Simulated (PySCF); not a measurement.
The multiplicity is imposed and other spin states were not computed.

Cartesian coordinates (Å):
```xyz
6

Ag    -0.1777     0.0350    -0.1765
N     -1.8482     0.3874    -2.7901
C     -1.2148     0.2668    -1.8112
H     -2.3920     0.4873    -3.6294
O      0.8982    -0.1282     1.4505
H      0.7012    -0.9529     1.9151
```
Charge 0, spin multiplicity 1.

Q: Estimate the total energy, LUMO and HOMO–LUMO gap that TPSSh-D3(BJ)/def2-TZVP // r2SCAN-D4/def2-SVP in PySCF returns for this input.

A: 
| Property | Result |
|---|---|
| total energy | -316.2679 Ha |
| LUMO | -1.72 eV |
| HOMO–LUMO gap | 3.86 eV |
